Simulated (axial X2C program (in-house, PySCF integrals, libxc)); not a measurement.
TaTe: from the spin-free to the two-component result

Computed with an in-house relativistic program for diatomic molecules. Spin-free means the one-electron spin-free X2C Hamiltonian; two-component (2c) means X2C with spin–orbit coupling and atomic mean-field two-electron Coulomb and Gaunt terms, so the difference of the two also holds small scalar two-electron terms. Basis: Ta dyall-cv3z [13s14p9d7f4g], Te dyall-cv3z [11s12p8d4f1g] (cores contracted in-house); Gaussian nuclei, density fitting, unrestricted open shells. Masses: Ta 180.948 u, Te 129.906 u.

Spin-free state: M_S = 3/2, Λ = 0 (beyond evenly filled blocks: σα, δ+α, δ-α); fragments Ta + Te.

| level | Re (Å) | ωe (cm⁻¹) | De (eV) | μ (D) |
| --- | --- | --- | --- | --- |
| PBE0 | 2.472 | 261.5 | 4.099 | -4.55 |
| LDA | 2.450 | 263.3 | 5.182 | -3.34 |

Dipoles are positive if Te is the positive end.

Two-component determinant lowest at the distance of the search:

Ω = 3/2 (⟨Sz⟩ = 1.49, ⟨Lz⟩ = 0.01 at PBE0); fragments Ta + Te.

```
level  Re (Å)  ωe (cm⁻¹)  μ (D)
 PBE0   2.475      258.9  -4.50
  LDA   2.453      260.8  -3.30
```

From the two tables, how do the constants change at the PBE0 level (2c against spin-free)?

At the PBE0 level Re goes up by 0.003 Å and ωe goes down by 2.6 cm⁻¹.

One determinant describes the state; a PBE0 search over occupations chose it and may have missed a lower one. Dissociation energies refer to the lowest single-determinant-based atoms at the same level and basis. De is not given where an atomic determinant may have missed its ground term or J level, or where the truncated virtual space spoils (T). Density functionals use the spin component along the axis (collinear). PBE0 can misorder states that lie within some tenths of an eV, so this need not be the ground state of the molecule. The nearest other spin-free determinant of the search, M_S = 1/2, Λ = 2, lies 0.43 eV up at the distance of the search. The functionals have no current-density term, which raises determinants with orbital currents, atoms included. With several unpaired electrons one determinant need not be a pure state. At some level and bond length an empty orbital lies below a filled one. This is the top spin component of a Σ state; components of lower Ω are not single determinants and can lie lower. The determinant is spin-polarised beyond a pure state at some levels (its spin-free form has ⟨S²⟩ too high), which makes Re and μ there less reliable.
